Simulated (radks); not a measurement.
The gold anion Au- inside a hard spherical wall (all orbitals vanish at R), configuration held at [Hg] and not refilled when levels cross. Calculated with a radial shooting solver on a logarithmic mesh with Libxc functionals: scalar-relativistic Kohn-Sham, PBE, spin-unpolarised, spherical densities, finite nucleus; Fermi nuclear charge, rms radius 5.4371 fm. Eigenvalues in eV, with the zero of energy where the potential of the charges vanishes at infinity; a dash marks a level that is unbound or too diffuse for the functional's potential to be trusted. A positive occupied level is held by the wall or, in an anion where self-interaction has pushed it up, behind a barrier. The pressure on the wall is -dE/dV.

[
 {"R (bohr)": "12", "E (hartree)": "-19007.7102", "kinetic (hartree)": "21255.079", "e(4f)": "-74.198", "e(5p)": "-52.750", "e(5d)": "0.156", "e(6s)": "0.550", "e(6p, empty)": "3.786", "e(7s, empty)": "4.308", "pressure (GPa)": "0.00612"},
 {"R (bohr)": "10", "E (hartree)": "-19007.7085", "kinetic (hartree)": "21255.090", "e(4f)": "-74.068", "e(5p)": "-52.617", "e(5d)": "0.287", "e(6s)": "0.670", "e(6p, empty)": "4.405", "e(7s, empty)": "5.795", "pressure (GPa)": "0.0380"},
 {"R (bohr)": "7", "E (hartree)": "-19007.6864", "kinetic (hartree)": "21255.215", "e(4f)": "-73.204", "e(5p)": "-51.747", "e(5d)": "1.114", "e(6s)": "1.484", "e(6p, empty)": "6.487", "e(7s, empty)": "11.985", "pressure (GPa)": "1.03"},
 {"R (bohr)": "6", "E (hartree)": "-19007.6488", "kinetic (hartree)": "21255.403", "e(4f)": "-72.260", "e(5p)": "-50.816", "e(5d)": "1.977", "e(6s)": "2.400", "e(6p, empty)": "8.216", "e(7s, empty)": "17.323", "pressure (GPa)": "3.97"},
 {"R (bohr)": "5", "E (hartree)": "-19007.5337", "kinetic (hartree)": "21255.938", "e(4f)": "-70.186", "e(5p)": "-48.821", "e(5d)": "3.797", "e(6s)": "4.485", "e(6p, empty)": "11.666", "e(7s, empty)": "27.693", "pressure (GPa)": "18.6"},
 {"R (bohr)": "3.5", "E (hartree)": "-19006.5130", "kinetic (hartree)": "21260.161", "e(4f)": "-59.747", "e(5p)": "-39.405", "e(5d)": "12.592", "e(6s)": "16.405", "e(6p, empty)": "28.955", "e(7s, empty)": "74.562", "pressure (GPa)": "335"},
 {"R (bohr)": "3", "E (hartree)": "-19005.1094", "kinetic (hartree)": "21265.604", "e(4f)": "-50.462", "e(5p)": "-31.583", "e(5d)": "20.528", "e(6s)": "29.027", "e(6p, empty)": "46.106", "e(7s, empty)": "116.29", "pressure (GPa)": "1110"},
 {"R (bohr)": "2.5", "E (hartree)": "-19001.3933", "kinetic (hartree)": "21279.611", "e(4f)": "-33.125", "e(5p)": "-17.579", "e(5d)": "36.139", "e(6s)": "57.191", "e(6p, empty)": "82.488", "e(7s, empty)": "197.44", "pressure (GPa)": "4530"},
 {"R (bohr)": "2", "E (hartree)": "-18989.6330", "kinetic (hartree)": "21322.185", "e(4f)": "2.546", "e(5p)": "12.023", "e(5d)": "72.081", "e(6s)": "130.38", "e(6p, empty)": "170.51", "e(7s, empty)": "376.68", "pressure (GPa)": "24400"},
 {"R (bohr)": "1.5", "E (hartree)": "-18941.9254", "kinetic (hartree)": "21480.970", "e(4f)": "85.998", "e(5p)": "97.102", "e(5d)": "177.33", "e(6s)": "358.38", "e(6p, empty)": "425.34", "e(7s, empty)": "853.49", "pressure (GPa)": "198000"}
]
